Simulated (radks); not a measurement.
Effect of the nuclear size on neutral palladium, [Kr] 4d10. Calculated with a radial shooting solver on a logarithmic mesh with Libxc functionals: Dirac Kohn-Sham, LDA (Slater exchange, Perdew-Wang correlation), spin-unpolarised, spherical densities, finite nucleus; Fermi nuclear charge, rms radius 4.5318 fm. The rms radius is varied about that value; shifts are against it.

[
 {"rms radius (fm)": "3.8475", "total energy shift (eV)": "-0.699", "density at nucleus (e/bohr^3)": "1.351e+05", "1s1/2 shift (meV)": "-295", "2s1/2 shift (meV)": "-32.7", "4s1/2 shift (meV)": "-1.16", "5s1/2 (empty) shift (meV)": "-0.078"},
 {"rms radius (fm)": "4.3596", "total energy shift (eV)": "-0.185", "density at nucleus (e/bohr^3)": "1.329e+05", "1s1/2 shift (meV)": "-78.1", "2s1/2 shift (meV)": "-8.66", "4s1/2 shift (meV)": "-0.307", "5s1/2 (empty) shift (meV)": "-0.021"},
 {"rms radius (fm)": "4.5318", "total energy shift (eV)": "0", "density at nucleus (e/bohr^3)": "1.322e+05", "1s1/2 shift (meV)": "0.000", "2s1/2 shift (meV)": "0.000", "4s1/2 shift (meV)": "0.000", "5s1/2 (empty) shift (meV)": "0.000"},
 {"rms radius (fm)": "4.9079", "total energy shift (eV)": "0.426", "density at nucleus (e/bohr^3)": "1.309e+05", "1s1/2 shift (meV)": "180", "2s1/2 shift (meV)": "19.9", "4s1/2 shift (meV)": "0.705", "5s1/2 (empty) shift (meV)": "0.048"},
 {"rms radius (fm)": "5.4291", "total energy shift (eV)": "1.07", "density at nucleus (e/bohr^3)": "1.292e+05", "1s1/2 shift (meV)": "449", "2s1/2 shift (meV)": "49.8", "4s1/2 shift (meV)": "1.76", "5s1/2 (empty) shift (meV)": "0.119"}
]

Slopes of the eigenvalues against <r^2> in GHz/fm^2, as finite differences over the two radii next to the reference (eigenvalue slopes, not the field-shift constants of lines): 1s1/2 12300, 2s1/2 1360, 4s1/2 48.2, 5s1/2 (empty) 3.24.
